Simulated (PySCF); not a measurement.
Structure from 2D NMR

Compound of formula C5H9NOSi. Correlations simulated from computed shifts and the bond graph:

HSQC (one-bond C–H):
```tsv
δH	δC
6.89	134.9
6.67	134.9
4.57	32.4
1.88	24.4
```

COSY cross peaks (H two or three bonds apart, from the bond graph; peaks can be absent where the dihedral angle is near 90°):
```tsv
δH	δH
6.89	6.67
4.57	3.86
4.57	3.56
4.57	3.26
3.56	3.26
```

HMBC (two and three bonds, from the bond graph):
```tsv
δH	δC
6.89	147.8, 32.4
6.67	147.8, 32.4
4.57	168.3, 147.8, 134.9
3.86	168.3, 147.8, 32.4, 24.4
3.56	147.8, 134.9, 32.4
3.26	147.8, 134.9, 32.4
1.88	168.3
```

Carbons without hydrogens: δ 168.3, 147.8.

Theoretical values (PySCF 2.14): GFN2-xTB structure, σ from GIAO-PBE0/pcSseg-1. No solvent, non-relativistic, one computed conformer, equivalent nuclei averaged.

References, each an isolated molecule treated in the same way: $^{1}$H, $^{13}$C against TMS.

Exchangeable hydrogens are left out of these lists.

Problem. Which molecule is this?

Solution. SMILES CC(N[C@@H]1C(=C)[SiH2]1)=O.

Structure with atom numbers: `[CH2:1]=[C:2]1[SiH2:3][C@@H:4]1[NH:5][C:6]([CH3:7])=[O:8]`. Hydrogens are named by the atom that carries them. Ha(Si3) is cis to N5 on the ring; Ha(C1) is cis to Si3; Hb(Si3) is trans to N5 on the ring; Hb(C1) is trans to Si3.

- δC 168.3 is C6, an amide carbonyl carbon.
- δC 147.8 is C2, a fully substituted alkene carbon.
- δC 134.9 is C1, a terminal =CH2 carbon (δH 6.89, 6.67).
- δC 32.4 is C4, a three-membered-ring carbon (δH 4.57).
- δC 24.4 is C7, a methyl carbon α to a carbonyl (δH 1.88).
- HMBC from δH 6.89 reaches the proton-free carbon C2.
- HMBC from δH 6.67 reaches the proton-free carbon C2.
- HMBC from δH 4.57 reaches the proton-free carbons C6, C2.
- HMBC from δH 3.56 reaches the proton-free carbon C2.
- COSY links 6.89–6.67, 4.57–3.86, 4.57–3.56, 4.57–3.26, 3.56–3.26.

The data come from this structure; uniqueness wasn't tested.

Exchangeable OH/NH protons stand at their gas-phase positions; hydrogen bonding in a real sample shifts them, mostly to higher δ. Shifts are as computed. Against solution values, carbons near 30 ppm lie about +3 ppm off and those near 130 ppm about +5 ppm. Of 1211 compounds with measured shifts, 218 miss one by over three times the rms of a fit or turn the order of signals round; such compounds aren't used in these exercises. The C=O carbon of an acid or of an amide with N–H lies up to 10 ppm further downfield in solution, through hydrogen bonding that the calculation lacks.
